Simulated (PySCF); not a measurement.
# `CS[SiH2][SeH]`: 4 charge schemes on one density

Compound: CH6SSeSi.
Geometry (PBE0-D3(BJ)/def2-SVP, Å), atoms numbered from 1 in this order:
```xyz
10
CH6SSeSi angstrom
C     -1.643   -0.694    0.018
S      0.105   -1.205    0.106
Si     1.036    0.650   -0.408
Se     3.293    0.283   -0.340
H     -1.862    0.110    0.735
H     -1.918   -0.378   -0.998
H     -2.240   -1.576    0.287
H      0.616    1.102   -1.769
H      0.656    1.726    0.558
H      3.097   -1.138   -0.012
```

Density: PBE0/pcSseg-1 (PySCF); schemes: Mulliken, IAO, Hirshfeld and ESP-fitted. Isolated species at its PBE0-D3(BJ)/def2-SVP geometry (one conformer only). The calculation is non-relativistic, for selenium too.

Question: Which atoms carry the lowest charge in the Mulliken, IAO, Hirshfeld and ESP-fitted schemes?

Answer: The schemes don't all agree: Mulliken Se4 (-0.425); IAO C1 (-0.493); Hirshfeld C1 (-0.110); ESP-fitted C1 (-0.276).

Question: For which atoms does the sign change between the 4 schemes (beyond +0.03 e in one, beyond −0.03 e in another)?

Answer: For none.

Question: Give the atomic charges in each scheme.

Answer: In e:

| atom | environment | Mulliken | IAO | Hirshfeld | ESP-fitted |
| --- | --- | --- | --- | --- | --- |
| C1 | S-methyl carbon | -0.416 | -0.493 | -0.110 | -0.276 |
| S2 | sulfur bonded to C and Si | -0.298 | -0.163 | -0.091 | -0.243 |
| Si3 | SiH2 silicon | +0.615 | +0.557 | +0.259 | +0.104 |
| Se4 | selenium bonded to Si and H | -0.425 | -0.214 | -0.088 | -0.198 |
| H5 | methyl hydrogen | +0.159 | +0.155 | +0.048 | +0.117 |
| H6 | methyl hydrogen | +0.160 | +0.155 | +0.048 | +0.125 |
| H7 | methyl hydrogen | +0.169 | +0.172 | +0.056 | +0.176 |
| H8 | Si–H hydrogen | -0.059 | -0.122 | -0.078 | +0.016 |
| H9 | Si–H hydrogen | -0.059 | -0.121 | -0.078 | +0.022 |
| H10 | hydrogen on Se4 | +0.154 | +0.072 | +0.034 | +0.157 |

Mean size of the charges over all atoms: Mulliken 0.251 e, IAO 0.222 e, ESP-fitted 0.143 e, Hirshfeld 0.089 e. Each set sums to the total charge, 0, to within 0.001 e. The Hirshfeld scheme weights the molecular density at each point by an atom's share of the summed free-atom densities. The Mulliken scheme counts on each atom the diagonal of the density matrix times the overlap matrix over that atom's basis functions.

Question: How closely do the schemes follow one another over all atoms?

Answer: Correlation coefficient and root-mean-square difference: Mulliken with IAO 0.95, 0.093 e; IAO with Hirshfeld 0.95, 0.173 e; Mulliken with Hirshfeld 0.94, 0.207 e; Mulliken with ESP-fitted 0.85, 0.187 e; IAO with ESP-fitted 0.78, 0.176 e; Hirshfeld with ESP-fitted 0.68, 0.121 e.

Question: How many electrons does the Hirshfeld scheme count on Si3?

Answer: Z − q = 14 − (+0.259) = 13.741.

These values come from a run that also computed NMR shieldings. The run took 13 s wall on one thread, x86-64 server, shared host.
